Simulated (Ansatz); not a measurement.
`B[SiH2][SiH2]O` + H₂O → `O[SiH2][SiH2]O` + BH₃  (formal hydrolysis of the Si–B bond)

Gas-phase electronic energies from Ansatz, PBE0-D4/def2-TZVP geometries. CCSD(T)/CBS adds triple-zeta CCSD(T) − MP2 to the extrapolated MP2 energy (def2 sets, frozen cores). This one scheme is used for every species. Functionals use def2-TZVPP. One conformer a species, not always the lowest.

```
        level  ΔE (kJ/mol)
  LDA (SPW92)        -64.6
      BLYP-D4        -82.1
   r2SCAN0-D4        -82.8
      ωB97M-V        -90.8
     PBE-QIDH        -83.7
      r2SCANh        -80.7
    CAM-B3LYP        -97.2
HF/def2-QZVPP       -113.2
```

Problem. What does CCSD(T)/CBS give? (An estimate is asked.)

Solution. The calculation gave: -84.4 kJ/mol. The listed levels differ from it by 19.8, 2.3, 1.6, -6.4, 0.7, 3.7, -12.8, -28.8 kJ/mol.

Largest T1 diagnostic among the species: 0.014.

From r2SCAN to r2SCAN0 (25 % exact exchange), in def2-TZVPP and without D4, ΔE moves by −4.3 kJ/mol. In def2-TZVPP, CCSD(T) changes the Hartree–Fock value by +27.4 kJ/mol (the triples alone add +3.4 kJ/mol) and MP2 by +19.2 kJ/mol.
